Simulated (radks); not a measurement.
Initial-state core-level shifts of neutral dysprosium when its valence configuration changes from [Xe] 4f10 6s2. Method: scalar-relativistic Kohn-Sham, BLYP, spin-polarised, spherical densities, point nucleus; open shells are filled with parallel spins first (spin-orbit coupling, left out, can overturn this in heavy ions); computed with a radial shooting solver on a logarithmic mesh with Libxc functionals. Shifts are changes of the shell-averaged eigenvalues in eV (positive: less bound).

valence	2s	3d	4s	4p
4f9.5 6s2 6p0.5	-4.701	-4.978	-4.897	-4.842
4f10 6s1 6p1	-1.226	-1.212	-1.219	-1.221
4f10 5d0.5 6s1.5	+0.485	+0.468	+0.477	+0.482
4f9 5d1 6s2	-6.659	-7.327	-7.087	-6.950
4f9 6s2 6p1	-9.962	-10.580	-10.349	-10.222
4f10 6p2	-2.508	-2.478	-2.494	-2.500
4f9.5 5d1 6s1 6p0.5	-3.071	-3.387	-3.291	-3.227
